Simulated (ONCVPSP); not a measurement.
# Transferability test, ONCV potential for F

* Element: F
* Generator: ONCVPSP 4.0.1
* Type: optimised norm-conserving Vanderbilt (ONCV)
* Functional: PBE
* Relativity: scalar-relativistic
* Frozen core: [He]
* Valence charge: 7
* Reference configuration: 2s2 2p5
* Partial waves: 2s: rc 0.85 bohr, ncon 3, nbas 7, qcut 6 1/bohr, 2 projectors, debl 2.5 Ha; 2p: rc 1.60 bohr, ncon 4, nbas 8, qcut 7.6 1/bohr, 2 projectors, debl 3.5 Ha; d scattering state at 0.34 Ha: rc 1.65 bohr, ncon 4, nbas 8, qcut 5.5 1/bohr, 2 projectors, debl 3.2 Ha
* Local potential: polynomial inside 0.70 bohr (lpopt 4, dvloc0 2 Ha)
* Core correction: none

Energies are relative to the spin-unpolarised reference configuration 2s2 2p5; without spin polarisation the order of configurations can differ from experiment.

```json
{"valence configuration": "2s2 2p4", "charge": "+1", "ΔE all-electron (eV)": "19.390", "error AE − PS (meV)": "+84"}
{"valence configuration": "2s2 2p3", "charge": "+2", "ΔE all-electron (eV)": "57.775", "error AE − PS (meV)": "+604"}
{"valence configuration": "2s2 2p2", "charge": "+3", "ΔE all-electron (eV)": "118.412", "error AE − PS (meV)": "+2147"}
{"valence configuration": "2s1 2p5", "charge": "+1", "ΔE all-electron (eV)": "38.492", "error AE − PS (meV)": "-87"}
```

Levels in the configuration 2s1 2p5:

```json
{"level": "2s", "all-electron (eV)": "-47.558", "pseudo (eV)": "-47.764"}
{"level": "2p", "all-electron (eV)": "-28.432", "pseudo (eV)": "-28.518"}
```
